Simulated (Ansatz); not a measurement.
Start from `C=[CH][In]([F])[F]` and change one atom or group to get `C[O][In]([F])[F]`.

Ansatz, PBE0-D4/def2-TZVP geometries, multiplicity 1. Each molecule was computed in one conformer, which needn't be the lowest.

Elements past krypton have def2 core potentials.

```json
{"property": "size of the dipole moment (PBE/def2-TZVPP) / D", "`C=[CH][In]([F])[F]`": "4.56"}
{"property": "LUMO energy (B3LYP/def2-TZVPP) / eV", "`C=[CH][In]([F])[F]`": "-2.12"}
{"property": "HOMO–LUMO gap (B3LYP/def2-TZVPP) / eV", "`C=[CH][In]([F])[F]`": "6.67"}
{"property": "HOMO energy (PBE0/def2-TZVPP) / eV", "`C=[CH][In]([F])[F]`": "-9.03"}
{"property": "LUMO energy (PBE0/def2-TZVPP) / eV", "`C=[CH][In]([F])[F]`": "-1.85"}
{"property": "HOMO energy (PBE/def2-TZVPP) / eV", "`C=[CH][In]([F])[F]`": "-7.66"}
```

Q: What does the change do to each property? (Best estimate.)

A: The calculation gave: 
```json
{"property": "size of the dipole moment (PBE/def2-TZVPP) / D", "`C[O][In]([F])[F]`": "2.53", "shift": "-2.03"}
{"property": "LUMO energy (B3LYP/def2-TZVPP) / eV", "`C[O][In]([F])[F]`": "-3.16", "shift": "-1.04"}
{"property": "HOMO–LUMO gap (B3LYP/def2-TZVPP) / eV", "`C[O][In]([F])[F]`": "5.15", "shift": "-1.52"}
{"property": "HOMO energy (PBE0/def2-TZVPP) / eV", "`C[O][In]([F])[F]`": "-8.52", "shift": "0.51"}
{"property": "LUMO energy (PBE0/def2-TZVPP) / eV", "`C[O][In]([F])[F]`": "-2.78", "shift": "-0.93"}
{"property": "HOMO energy (PBE/def2-TZVPP) / eV", "`C[O][In]([F])[F]`": "-6.95", "shift": "0.71"}
```

With PBE0 the HOMO rises by 0.51 eV and the LUMO falls by 0.93 eV, so the gap narrows by about 1.44 eV. PBE moves the HOMO by 0.71 eV and ωB97M-V by 0.36 eV. Dipoles are sizes alone; their direction can turn.

B3LYP here is the variant with VWN-RPA as its local correlation; programs differ in this.
